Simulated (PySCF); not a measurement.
A side-by-side comparison of computed properties.

First species: C₃H₉NO₂Si₂.
InChI=1S/C3H9NO2Si2/c4-1-2-3(5)8-6-7-2/h2H,1,4,7-8H2/t2-/m0/s1

Second species: C₄H₆O₂SSi.
SMILES: `C#C[Si@@H](OC=O)SC`

Levels: B3LYP/def2-SVPD for HOMO energy, LUMO energy, HOMO–LUMO gap and static isotropic polarisability; TDDFT B3LYP/def2-SVPD for lowest singlet excitation; TDA B3LYP/def2-SVPD for lowest triplet excitation (Tamm–Dancoff). Geometries: GFN2-xTB. Each structure is a single optimised conformer of the isolated species, non-relativistic unless stated; the electronic structure was computed with PySCF and density fitting.

Dipoles, sizes and rotational constants follow the conformer. The torsions of the flexible species, by atom-mapped SMILES:
- `[CH:1]#[C:2][Si@@H:3]([O:4][CH:5]=[O:6])[S:7][CH3:8]`: C2–Si3–O4–C5 -67°, Si3–O4–C5–O6 -1°, C2–Si3–S7–C8 58°

The conformers of `NC[C@@H]1[SiH2]O[SiH2]C1=O` aren't listed.

```csv
property,column X,column Y
HOMO energy,-6.58 eV,-6.93 eV
LUMO energy,-1.79 eV,-1.05 eV
HOMO–LUMO gap,4.79 eV,5.88 eV
lowest singlet excitation,3.28 eV,4.85 eV
lowest triplet excitation (Tamm–Dancoff),2.69 eV,4.66 eV
static isotropic polarisability,96.6 au,97.4 au
```

(1) Which column belongs to which species?

(2) How does each property change from the first species to the second?

Results:

(1) Column X is the first species and column Y the second. The first has 17 atoms and 78 electrons, the second 14 and 76.

(2) HOMO energy -0.35 eV; LUMO energy +0.74 eV; HOMO–LUMO gap +1.09 eV; lowest singlet excitation +1.57 eV; lowest triplet excitation (Tamm–Dancoff) +1.97 eV; static isotropic polarisability +0.8 au.

On the first: The principal polarisabilities are 81.6, 98.9 and 109.3 au; their mean is the isotropic value. The polarisability is 14.31 Å³ as a volume (1 au = 0.148185 Å³), or 1.24 au for each of the 78 electrons.

On the second: The vertical singlet–triplet gap S1 − T1 is 0.19 eV (TDDFT singlet less Tamm–Dancoff triplet; S1: HOMO→LUMO, weight 0.96; T1: HOMO→LUMO, weight 0.86). The polarisability is 14.43 Å³ as a volume (1 au = 0.148185 Å³), or 1.28 au for each of the 76 electrons.
